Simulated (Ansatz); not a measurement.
Gas-phase electronic energies from Ansatz, PBE0-D4/def2-TZVP geometries. CCSD(T)/CBS is the MP2 limit (def2-TZVPP, def2-QZVPP) plus CCSD(T) − MP2 in def2-TZVPP, frozen cores. This one scheme is used for every species. One conformer a species, not always the lowest.

Reaction (cleavage of the Si–Al bond): `[NH2][Al]([SiH3])[SiH2]O` + `NBO` → `OBN[SiH2]O` + `[NH2][AlH][SiH3]`

`[NH2][Al]([SiH3])[SiH2]O`:

Z-matrix (Å, degrees):
```
Si
Al 1 2.457
H 1 1.492 2 111.4
H 1 1.492 2 111.5 3 119.0
H 1 1.492 2 112.6 3 -120.5
Si 2 2.469 1 127.6 3 -60.4
N 2 1.772 1 117.1 3 118.6
O 6 1.666 2 112.4 1 169.8
H 6 1.490 2 111.7 1 -73.1
H 6 1.498 2 111.4 1 45.4
H 7 1.008 2 125.4 1 0.5
H 7 1.008 2 124.4 1 176.8
H 8 0.958 6 116.5 2 -62.0
```

`NBO`:

Z-matrix (Å, degrees):
```
N
B 1 1.397
H 1 1.003 2 122.7
H 1 1.006 2 122.6 3 -180.0
O 2 1.371 1 118.7 3 -180.0
H 2 1.202 1 119.9 3 -0.0
H 5 0.957 2 112.5 1 -180.0
```

`OBN[SiH2]O`:

Cartesian coordinates in Å:
```
O -2.118 0.681 0.643
B -1.256 1.203 -0.272
N 0.076 0.731 -0.469
Si 0.907 -0.566 0.287
O 1.090 -1.796 -0.787
H -1.752 -0.041 1.163
H -1.662 2.112 -0.937
H 0.579 1.219 -1.196
H 0.076 -0.988 1.449
H 2.250 -0.145 0.767
H 1.811 -2.411 -0.645
```

`[NH2][AlH][SiH3]`:

```xyz
9

N     0.003    1.753   -0.920
Al    0.727    0.607    0.216
Si   -0.394   -1.550    0.526
H    -0.837    1.585   -1.449
H     0.371    2.667   -1.131
H     2.056    1.060    0.955
H     0.498   -2.691    0.163
H    -1.625   -1.671   -0.307
H    -0.800   -1.760    1.947
```

```tsv
species	HF/def2-SVP energy (Eh)
`[NH2][Al]([SiH3])[SiH2]O`	-953.45486
`NBO`	-156.30440
`OBN[SiH2]O`	-521.18149
`[NH2][AlH][SiH3]`	-588.60586
```

Problem. Work out ΔE.

Solution. ΔE = (-521.18149) + (-588.60586) − (-953.45486) − (-156.30440) = -0.02809 Eh = -17.6 kcal/mol. CCSD(T)/CBS gives -15.6 kcal/mol.

Largest T1 diagnostic among the species: 0.013.

In def2-TZVPP, CCSD(T) changes the Hartree–Fock value by +3.1 kcal/mol (the triples alone add +0.4 kcal/mol) and MP2 by +1.4 kcal/mol. From BLYP to BHLYP (50 % exact exchange), in def2-TZVPP and without D4, ΔE moves by −4.1 kcal/mol. Leaving LDA and LC-ωPBE aside and taking each functional with its dispersion term where it has one, the values, not all of them listed here, spread over 7.4 kcal/mol, from B97M-V to PBE-D4. LDA lies −2.4 kcal/mol from PBE without D4.
